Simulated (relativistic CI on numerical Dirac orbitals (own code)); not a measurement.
# Co²⁺ in a cubic cluster: L2,3 absorption with charge transfer

Computed with a charge-transfer multiplet model of a cubic metal-ligand cluster with up to 3 ligand holes, Slater and spin-orbit integrals from Dirac-Coulomb-Breit ions, Slater integrals scaled by 0.9. The ground state mixes d7 with configurations of k ligand holes L, whose averages lie at kΔ + k(k − 1)U_dd/2; a core hole lowers each added d electron by U_cd. 20 K, Lorentzian 0.4 eV and Gaussian 0.3 eV FWHM.

Atomic integrals in eV (Slater integrals scaled, ζ unscaled), ground: F2dd 10.387, F4dd 6.447, zeta_d 0.063; with the core hole: F2dd 11.102, F4dd 6.898, zeta_d 0.084, zeta_core 9.670, F2cd 6.560, G1cd 4.914, G3cd 2.793.

Cluster parameters (eV): Δ = 6.2, U_dd = 7.6, 10Dq = 1.4, 10Dq(ligand) = 0.4, V(eg) = 2.7, V(t2g) = -1.16, final-state hopping factor = 1.

| Case | n_d | d7 | d8L | d9L2 | d10L3 | S |
| --- | --- | --- | --- | --- | --- | --- |
| U_cd = 8 eV | 7.16 | 0.84 | 0.15 | 0.00 | 0.00 | 1.50 |
| U_cd = 8.6 eV | 7.16 | 0.84 | 0.15 | 0.00 | 0.00 | 1.50 |
| U_cd = 9.2 eV | 7.16 | 0.84 | 0.15 | 0.00 | 0.00 | 1.50 |
| U_cd = 9.8 eV | 7.16 | 0.84 | 0.15 | 0.00 | 0.00 | 1.50 |
| U_cd = 10.4 eV | 7.16 | 0.84 | 0.15 | 0.00 | 0.00 | 1.50 |

Weights, n_d and S are thermal averages at 20 K. Photon energies count from the first peak over 30 % of the highest in each spectrum, which can be another peak from case to case. The parameters are a model scan and need not match a compound or its usual spin state. Peaks in eV (height, largest 100):
- U_cd = 8 eV: 0.0 (77), 1.0 (20), 1.9 (87), 2.4 (77), 3.8 (100), 5.1 (19), 17.3 (20), 18.2 (20), 19.0 (29), 20.1 (6)
- U_cd = 8.6 eV: 0.0 (78), 1.0 (20), 2.0 (88), 2.5 (77), 3.8 (100), 5.1 (19), 17.3 (20), 18.2 (20), 19.0 (30)
- U_cd = 9.2 eV: 0.0 (79), 0.9 (19), 2.0 (90), 2.4 (78), 3.8 (100), 5.1 (19), 17.3 (20), 18.2 (19), 19.0 (30)
- U_cd = 9.8 eV: 0.0 (80), 0.9 (19), 2.0 (91), 3.8 (100), 5.0 (19), 17.3 (19), 18.2 (19), 19.0 (30)
- U_cd = 10.4 eV: 0.0 (81), 0.8 (19), 2.0 (91), 3.8 (100), 17.3 (18), 18.2 (18), 19.0 (29)

Curve for U_cd = 8 eV (points under 2 left out, the grid thinned):

E (eV), Intensity and a bar:
```
     -1.7        2.1 
     -1.4        2.8 
     -1.0        4.8 #
     -0.7        8.8 ##
     -0.4       22.5 #######
      0.0       76.5 ###########################
      0.3       41.9 ##############
      0.6       18.6 ######
      1.0       19.8 ######
      1.3       22.3 #######
      1.6       51.9 ##################
      2.0       84.6 ##############################
      2.3       73.7 ##########################
      2.6       68.2 ########################
      3.0       29.1 ##########
      3.3       34.7 ############
      3.6       75.7 ###########################
      4.0       84.7 ##############################
      4.3       40.8 ##############
      4.6       25.0 ########
      5.0       18.6 ######
      5.3       17.1 #####
      5.7       11.8 ####
      6.0        8.9 ###
      6.3        6.7 ##
      6.7        4.2 #
      7.0        4.0 #
      7.3        3.6 #
      7.7        2.1 
     15.8        3.4 
     16.1        3.1 
     16.5        2.8 
     16.8        5.4 #
     17.1       15.2 #####
     17.5       16.9 #####
     17.8       15.4 #####
     18.1       19.7 ######
     18.5       16.3 #####
     18.8       25.3 ########
     19.1       25.3 ########
     19.5        8.2 ##
     19.8        6.2 ##
     20.1        6.1 #
     20.5        4.4 #
     20.8        2.0
```

For the case U_cd = 9.8 eV, Δ = 6.2 eV is smaller than U_dd = 7.6 eV, the charge-transfer side of the Zaanen-Sawatzky-Allen scheme. With the core hole the configuration with one ligand hole lies at Δ + U_dd − U_cd = 5.8, 5.2, 4.6, 4.0, 3.4 eV from the one without, in the order of the table; where this is negative the screened configuration lies lower, though the effective hopping of about 3.8 eV (from the holes of the mixed ground state) mixes the two strongly wherever it is as large as the gap.
